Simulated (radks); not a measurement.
Question: All-electron atom: Cu+ in [Ar] 3d10. All-electron calculation, Dirac Kohn-Sham, PBEsol, spin-unpolarised, spherical densities, point nucleus. Program: a radial shooting solver on a logarithmic mesh with Libxc functionals. Some entries of the table are withheld. Estimate them.

orbital,occ.,eigenvalue (eV),<r^2> (bohr^2)
1s1/2,2,-8849.317,0.003660
2s1/2,2,-1069.402,(1)
2p1/2,2,-938.1645,(2)
2p3/2,4,-917.6946,(3)
3s1/2,2,-122.9511,0.5888
3p1/2,2,-82.3230,0.6553
3p3/2,4,-79.7491,0.6748
3d3/2,4,-13.8070,1.399
3d5/2,6,-13.5336,1.429

Answer: 
(1) 2s1/2 <r^2> (bohr^2): 0.06531
(2) 2p1/2 <r^2> (bohr^2): 0.05128
(3) 2p3/2 <r^2> (bohr^2): 0.05282
